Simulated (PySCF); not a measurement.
**Dipole response of Rh+ (rhodium, charge +1)**

[Kr] 4d8, high-spin 3F determinant. Calculation: PySCF 2.14, in x2c-TZVPPall with one added diffuse shell each of s, p, d, f type (9s7p7d3f1g, 95 functions); the spin-free X2C one-electron Hamiltonian (Gaussian nucleus). Coupled (time-dependent) response in atomic units; α is the mean over directions.

| method | mean α (bohr³) | C₆ (like pair) | S(−4) |
| --- | --- | --- | --- |
| BLYP | 14.22 | 89.68 | 86.77 |
| PW91 | 13.88 | 87.36 | 79.60 |

S(−4) is the Cauchy moment in α(ω) = α(0) + S(−4) ω² + …

Spin-orbit coupling is absent.

α(iu) at PW91:

```json
{"u (hartree)": "0", "α(iu) (bohr³)": "13.88"}
{"u (hartree)": "0.0500", "α(iu) (bohr³)": "13.69"}
{"u (hartree)": "0.100", "α(iu) (bohr³)": "13.16"}
{"u (hartree)": "0.200", "α(iu) (bohr³)": "11.61"}
{"u (hartree)": "0.300", "α(iu) (bohr³)": "10.03"}
{"u (hartree)": "0.500", "α(iu) (bohr³)": "7.611"}
{"u (hartree)": "0.750", "α(iu) (bohr³)": "5.650"}
{"u (hartree)": "1.00", "α(iu) (bohr³)": "4.370"}
{"u (hartree)": "1.50", "α(iu) (bohr³)": "2.855"}
{"u (hartree)": "2.00", "α(iu) (bohr³)": "2.016"}
{"u (hartree)": "3.00", "α(iu) (bohr³)": "1.149"}
{"u (hartree)": "5.00", "α(iu) (bohr³)": "0.5092"}
```

For an ion, C₆ is the dispersion term alone; charge-induced terms of lower order in 1/R come first.
